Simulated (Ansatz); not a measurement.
This geometry of ClH3OSn + FH (8 atoms, charge 0, multiplicity 1) is a first-order saddle point.

The calculation used RHF/def2-SVP (Ansatz 0.2.0).

```xyz
8
Properties=species:S:1:pos:R:3
Sn 0.243 0.116 -0.300
Cl -1.045 0.844 2.261
H 1.506 0.344 -1.403
O -1.203 1.208 -0.972
H -1.876 1.414 -0.336
H -0.026 -1.448 0.259
F 1.326 1.157 1.221
H 0.505 1.196 1.895
```

Which two structures does it join? (They come from a converged band through this point; their orientation in space is the band's.)

Bonds broken: Sn1–Cl2, F7–H8. Bonds formed: Sn1–F7, Cl2–H8. ClH3OSn + FH becomes ClH + FH3OSn.

Image 0:

```xyz
8
Properties=species:S:1:pos:R:3
Sn -0.139 -0.261 -0.197
Cl -0.399 0.035 2.154
H 1.473 0.011 -0.606
O -1.221 1.125 -1.038
H -2.084 1.310 -0.700
H -0.795 -1.796 -0.501
F 1.554 2.439 1.467
H 1.041 1.969 2.046
```

Image 8:

```xyz
8
Properties=species:S:1:pos:R:3
Sn 0.424 -0.022 -0.580
Cl -1.098 1.570 2.779
H 1.427 0.206 -1.920
O -1.167 1.069 -0.816
H -1.649 1.327 -0.043
H 0.077 -1.594 -0.054
F 1.317 0.807 0.935
H 0.097 1.469 2.324
```

How far does it lie above each of them?

25.8 kcal/mol above the first and 18.9 kcal/mol above the second. This is the barrier of this one path; another mechanism may lie lower. The orbitals stay closed-shell, which can raise the energy where a bond breaks towards radicals; this wasn't checked here.

The run took 4 min on 1 thread of Intel(R) Xeon(R) 6975P-C (Granite Rapids), with other jobs on the host, peak memory 0.2 GiB.
